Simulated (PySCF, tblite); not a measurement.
Isomers of C6H8O2, one GFN2-xTB conformer each. Single-point energies are computed at PBE0/pcSseg-1 (PySCF, gas phase, no added dispersion term), electronic only.

```json
{"SMILES": "C=CC1(C=O)COC1", "GFN2-xTB relative energy (kJ/mol)": "76.8"}
{"SMILES": "C=CC(=C)C(=O)OC", "GFN2-xTB relative energy (kJ/mol)": "0.0"}
```

Conformers: `[CH2:1]=[CH:2][C:3]1([CH:4]=[O:5])[CH2:6][O:7][CH2:8]1` with C1–C2–C3–C4 -87°, C2–C3–C4–O5 -106°; `[CH2:1]=[CH:2][C:3](=[CH2:4])[C:5](=[O:6])[O:7][CH3:8]` with C1–C2–C3–C4 165°, C2–C3–C5–O6 145°, C3–C5–O7–C8 -178°.

What does PBE0/pcSseg-1 give for the same structures?

| SMILES | PBE0/pcSseg-1 E (Eh) | PBE0/pcSseg-1 (kJ/mol) | GFN2-xTB (kJ/mol) | point group |
| --- | --- | --- | --- | --- |
| C=CC(=C)C(=O)OC | -383.37903 | 0.0 | 0.0 | C1 |
| C=CC1(C=O)COC1 | -383.33421 | 117.7 | 76.8 | C1 |

Both levels put the same isomer lowest. As drawn, the lower has a C(=O)–O unit, which the higher lacks; the higher has a four-membered ring and a quaternary carbon, which the lower lacks.

Which frontier levels, dipoles and rotational constants go with these structures?

```json
{"SMILES": "C=CC(=C)C(=O)OC", "HOMO (eV, PBE0/pcSseg-1)": "-7.07", "LUMO (eV)": "-1.32", "dipole (D)": "1.74", "A, B, C (MHz)": "2916, 1815, 1217"}
{"SMILES": "C=CC1(C=O)COC1", "HOMO (eV, PBE0/pcSseg-1)": "-7.48", "LUMO (eV)": "-1.19", "dipole (D)": "2.90", "A, B, C (MHz)": "2384, 2191, 1425"}
```

What happens when harmonic zero-point energies from GFN2-xTB frequencies are added?

```
         SMILES  ZPE (kJ/mol)  electronic (kJ/mol)  with ZPE (kJ/mol)
C=CC(=C)C(=O)OC         325.1                  0.0                0.0
 C=CC1(C=O)COC1         327.9                117.7              120.4
```

The zero-point energies span 2.8 kJ/mol. The order is unchanged.
